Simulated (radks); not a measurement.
The numbers below are computed, except where a source is named.
Level of theory: scalar-relativistic Kohn-Sham, LDA (Slater exchange, Perdew-Wang correlation), spin-unpolarised, spherical densities, finite nucleus; Fermi nuclear charge, rms radius of each element as measured or else 0.836 A^(1/3) + 0.57 fm (a radial shooting solver on a logarithmic mesh with Libxc functionals). Response by self-consistent Sternheimer equations with the Hartree and adiabatic LDA kernel, the relativistic mass of each level held fixed and spin-orbit coupling left out. For heavy and open-shell atoms this level of theory can miss by tens of per cent. Estimate the static dipole polarisabilities of Sn3+ ([Kr] 4d10 5s1) and Gd2+ ([Xe] 4f7 5d1) and the C6 coefficients of the three pairs.

Answer. alpha = 8.332 and 14.48 bohr^3; C6 = 34.14 (Sn3+-Sn3+), 52.76 (Sn3+-Gd2+), 81.94 (Gd2+-Gd2+) hartree bohr^6.
